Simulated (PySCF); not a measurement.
# Vibration and rotation of SbH

PBE0 constants of SbH, ³Σ⁻ (triplet), unpaired electrons π ↑↑ (PySCF, scalar-relativistic core potentials, basis sets Sb cc-pVTZ-PP with ECP28, H cc-pVTZ; masses 120.9038 and 1.0078 u):

| Property | Result |
| --- | --- |
| ωe | 1934.3 cm⁻¹ |
| ωexe | 29.0 cm⁻¹ |
| Be | 5.7019 cm⁻¹ |
| αe | 0.140 cm⁻¹ |
| D (centrifugal) | 0.000198 cm⁻¹ |
| De to Sb + H | 2.57 eV |

(1) Give the vibrational terms G(v) and spacings up to v = 6.

(2) How well does the Morse estimate ωe²/(4ωexe) reproduce De, and what is D0?

Spin–orbit coupling is left out, which matters for elements this heavy, above all for dissociation energies. The state is the lowest determinant that a PBE0 search found; another state may lie lower at other levels.

Results:

(1) G(v) = ωe(v+½) − ωexe(v+½)².

| v | G(v) (cm⁻¹) | G(v) − G(v−1) | Bv (cm⁻¹) |
| --- | --- | --- | --- |
| 0 | 960 |  | 5.632 |
| 1 | 2836 | 1876 | 5.492 |
| 2 | 4654 | 1818 | 5.352 |
| 3 | 6415 | 1760 | 5.212 |
| 4 | 8117 | 1702 | 5.072 |
| 5 | 9761 | 1644 | 4.932 |
| 6 | 11348 | 1586 | 4.792 |

(2) It gives 4.00 eV, 156 % of the computed De. D0 = De − G(0) = 2.57 − 0.12 = 2.45 eV.
